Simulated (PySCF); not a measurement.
A structure optimised at PBE-D3(BJ)/def2-SVP, used in a PySCF frequency run:

```xyz
10

C     -0.4591    -3.2748     0.0000
C      0.1132    -2.0473     0.0000
C     -0.6387    -0.8095     0.0000
C     -0.1072     0.4419     0.0000
Cl     1.5995     0.7582     0.0000
Cl    -1.1007     1.8624     0.0000
H     -1.5543    -3.3989     0.0000
H      0.1519    -4.1894     0.0000
H      1.2123    -1.9562     0.0000
H     -1.7389    -0.8675     0.0000
```
Charge 0, spin multiplicity 1.

Task: Write its SMILES, formula and point group.

Result: C=CC=C(Cl)Cl, C₄H₄Cl₂, Cs

Task: What are its rotational constants (standard atomic weights)?

Result: 3.4108, 1.3839, 0.98448 GHz
